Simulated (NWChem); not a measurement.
All runs are NWChem calculations. System: H₃As, charge 0, spin multiplicity 1, displaced from the optimised geometry. Level: B3LYP/def2-SVP, VWN1-RPA local correlation, spin-restricted.

Job file:

```
start mol
memory heap 200 mb stack 900 mb global 1100 mb
geometry units angstroms nocenter noautoz noautosym
  As     0.001045     0.072646     0.000000
  H     -0.646503    -0.789985     1.099992
  H     -1.132163    -1.436958    -1.924987
  H      1.258535    -0.817363     0.000000
end
basis spherical
  * library def2-svp
end
dft
  xc b3lyp
  semidirect memsize 60000000 filesize 0
  iterations 100
end
task dft energy
```

NWChem printed:

```
             Northwest Computational Chemistry Package (NWChem) 7.3.0
             --------------------------------------------------------

                                NWChem Input Module
                                -------------------

 Scaling coordinates for geometry "geometry" by  1.889725989
 (inverse scale =  0.529177249)

                             Geometry "geometry" -> ""
                             -------------------------

 Output coordinates in angstroms (scale by  1.889725989 to convert to a.u.)

  No.       Tag          Charge          X              Y              Z
 ---- ---------------- ---------- -------------- -------------- --------------
    1 As                  33.0000     0.00104500     0.07264600     0.00000000
    2 H                    1.0000    -0.64650300    -0.78998500     1.09999200
    3 H                    1.0000    -1.13216300    -1.43695800    -1.92498700
    4 H                    1.0000     1.25853500    -0.81736300     0.00000000

 Effective nuclear repulsion energy (a.u.)      29.7261012689

            Nuclear Dipole moment (a.u.)
            ----------------------------
        X                 Y               Z
 ---------------- ---------------- ----------------
    -0.9177378674    -1.2226300379    -1.5590144919


 Summary of "ao basis" -> "" (spherical)
 ------------------------------------------------------------------------------
       Tag                 Description            Shells   Functions and Types
 ---------------- ------------------------------  ------  ---------------------
 *                          def2-svp                  on all atoms

                                 NWChem DFT Module
                                 -----------------

 Summary of "ao basis" -> "ao basis" (spherical)
 ------------------------------------------------------------------------------
       Tag                 Description            Shells   Functions and Types
 ---------------- ------------------------------  ------  ---------------------
 As                         def2-svp                12       32   5s4p3d
[...]
 Vector   18  Occ=2.000000D+00  E=-2.587053D-01
              MO Center= -6.0D-01, -7.4D-01, -1.0D+00, r^2= 3.2D+00
   Bfn.  Coefficient  Atom+Function         Bfn.  Coefficient  Atom+Function
  ----- ------------  ---------------      ----- ------------  ---------------
    39      0.373232  3 H  s                 38      0.355223  3 H  s
    16     -0.266423  1 As py                17     -0.227769  1 As pz
    13     -0.225464  1 As py                14     -0.183647  1 As pz
    10      0.138382  1 As py                15     -0.135345  1 As px
     4     -0.133134  1 As s                 11      0.112444  1 As pz

 Vector   19  Occ=0.000000D+00  E=-1.312950D-01
              MO Center= -4.4D-01, -5.5D-01, -7.6D-01, r^2= 3.8D+00
   Bfn.  Coefficient  Atom+Function         Bfn.  Coefficient  Atom+Function
  ----- ------------  ---------------      ----- ------------  ---------------
    39      0.485606  3 H  s                 17      0.415221  1 As pz
    38      0.344428  3 H  s                 14      0.296640  1 As pz
    16      0.267149  1 As py                15      0.243593  1 As px
    13      0.209395  1 As py                11     -0.178663  1 As pz
    12      0.174293  1 As px                 4     -0.171103  1 As s

 Vector   20  Occ=0.000000D+00  E= 7.924138D-03
              MO Center=  7.6D-02, -1.4D-01,  1.4D-01, r^2= 3.3D+00
   Bfn.  Coefficient  Atom+Function         Bfn.  Coefficient  Atom+Function
  ----- ------------  ---------------      ----- ------------  ---------------
    15      0.931982  1 As px                34      0.832945  2 H  s
    44     -0.832855  4 H  s                 17     -0.538165  1 As pz
    12      0.282422  1 As px                33      0.240354  2 H  s
    43     -0.240337  4 H  s                  9     -0.177250  1 As px
    14     -0.163083  1 As pz                11      0.102352  1 As pz

 Vector   21  Occ=0.000000D+00  E= 3.354537D-02
              MO Center=  1.9D-01, -4.7D-01,  3.4D-01, r^2= 3.8D+00
   Bfn.  Coefficient  Atom+Function         Bfn.  Coefficient  Atom+Function
  ----- ------------  ---------------      ----- ------------  ---------------
    34      1.111255  2 H  s                 44      1.111354  4 H  s
    16      0.902061  1 As py                 5     -0.891160  1 As s
     4     -0.600297  1 As s                 17     -0.540825  1 As pz
    15     -0.299378  1 As px                 3      0.279876  1 As s
    13      0.220237  1 As py                33      0.159726  2 H  s

 center of mass
 --------------
 x =  -0.01081074 y =   0.05757123 z =  -0.02015796

 moments of inertia (a.u.)
 ------------------
          30.894985257559          -4.059829216161          -5.267260696061
          -4.059829216161          29.468592351328          -6.918308377380
          -5.267260696061          -6.918308377380          25.044663165034

     Multipole analysis of the density
     ---------------------------------

     L   x y z        total         alpha         beta         nuclear
     -   - - -        -----         -----         ----         -------
     0   0 0 0     -0.000000    -18.000000    -18.000000     36.000000

     1   1 0 0      0.301064      0.609401      0.609401     -0.917738
     1   0 1 0      0.207722      0.715176      0.715176     -1.222630
     1   0 0 1      0.516221      1.037618      1.037618     -1.559014

     2   2 0 0    -15.396889    -13.561606    -13.561606     11.726324
     2   1 1 0     -0.345658     -2.157312     -2.157312      3.968965
     2   1 0 1     -0.681666     -2.962442     -2.962442      5.243218
     2   0 2 0    -16.462777    -14.536393    -14.536393     12.610008
     2   0 1 1     -0.562179     -3.668509     -3.668509      6.774839
     2   0 0 2    -16.164888    -16.859330    -16.859330     17.553771

 Task  times  cpu:        1.2s     wall:        1.2s

 Total times  cpu:        1.2s     wall:        1.2s
```
